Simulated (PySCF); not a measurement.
# Computed properties of (1S)-2,2-difluorocyclopropan-1-ol (C₃H₄F₂O), SMILES [C@@H]1(CC1(F)F)O

C₃H₄F₂O, SMILES O[C@H]1CC1(F)F. The structure is a stationary point at B3LYP-D3(BJ)/def2-SVP. One conformer was computed; it need not be the lowest. All values are computed for the isolated molecule unless a solvent is named; none is compared with measurement here.

**Structure.** All 24 harmonic modes at B3LYP-D3(BJ)/def2-SVP (PySCF) are real, so it is a minimum. With heavy atoms numbered as in [OH:1][C@H:2]1[CH2:3][C:4]1([F:5])[F:6], the shortest bond between them is C4–F5 at 1.343 Å and the longest C2–C3 at 1.548 Å.

**Vibrations.** The strongest infrared lines (harmonic, unscaled, degenerate partners summed) lie at 1283 cm⁻¹ (139 km/mol, C 61 %, H 25 %, F 12 %), 1523 cm⁻¹ (113 km/mol, C 77 %, H 19 %), 1050 cm⁻¹ (103 km/mol, C 68 %, H 22 %). The softest mode is at 160 cm⁻¹ and the zero-point energy is 43.6 kcal/mol.

**Electronic structure.** B3LYP/def2-TZVP (PySCF) places the frontier levels at -7.73 and 0.65 eV, a gap of 8.38 eV, and gives a dipole moment of 0.90 D and a mean polarisability of 39.4 bohr³. PBE/def2-TZVP (PySCF) at the same geometry gives -6.40 and -0.01 eV, so its gap is 1.99 eV narrower. An orbital gap is neither the optical nor the fundamental gap.

**Excitations.** TDA-B3LYP/def2-SVPD (PySCF) has S1 at 6.89 eV (180 nm, f = 0.010, weak); the most intense of the 10 singlets computed lies at 8.39 eV (f = 0.06). T1 (TDA) is at 6.59 eV, 0.30 eV under S1. TDA-PBE/def2-SVPD (PySCF) puts S1 at 6.30 eV. No vertical singlet excitation falls in the visible range (under 3.1 eV).

**NMR.** GIAO shifts at HF/pcSseg-1 (PySCF) (non-relativistic, atoms alike by connectivity averaged): ¹³C from 20.1 to 102.5 ppm against TMS; ¹H from 1.7 to 3.8 ppm against TMS; ¹⁹F at -133.5 ppm against CFCl3.

**Solvation.** SMD-PBE0/6-31G* (PySCF) gives -3.9 kcal/mol in water, -4.5 kcal/mol in N,N-dimethylformamide, -5.1 kcal/mol in acetone (1 M in both phases, gas-phase geometry); of these solvents acetone holds the molecule best.
